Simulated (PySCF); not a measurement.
## Ni²⁴⁺ (nickel, charge +24) across methods

[He] 2s2, closed-shell 1S. All numbers are calculated (PySCF 2.14, the spin-free X2C one-electron Hamiltonian (Gaussian nucleus), in an even-tempered Gaussian basis (19 s from 6.5 bohr⁻², ratio 2.2; 8 p from 10 bohr⁻², ratio 2.4; 6 d from 30 bohr⁻², ratio 2.4; 5 f from 45 bohr⁻², ratio 2.4; 4 g from 68 bohr⁻², ratio 2.4)).

```csv
method,E (hartree),mean ε 1s (eV),mean ε 2s (eV),Σ⟨r²⟩ (bohr²),⟨S²⟩
r2SCAN,-946.908,-9838.8,-2252.9,0.1244,0.000
BLYP,-947.066,-9820.5,-2250.9,0.1243,0.000
PBE,-946.850,-9818.2,-2250.6,0.1243,0.000
BHandHLYP,-947.047,-9913.6,-2271.0,0.1243,0.000
PBE0,-946.886,-9865.1,-2260.7,0.1243,0.000
UHF,-946.88821,-10005.2,-2289.8,0.1244,0.000
```

Estimate the same row for LDA.

E (hartree) = -944.528; mean ε 1s (eV) = -9797.4; mean ε 2s (eV) = -2246.7; Σ⟨r²⟩ (bohr²) = 0.1245; ⟨S²⟩ = 0.000.
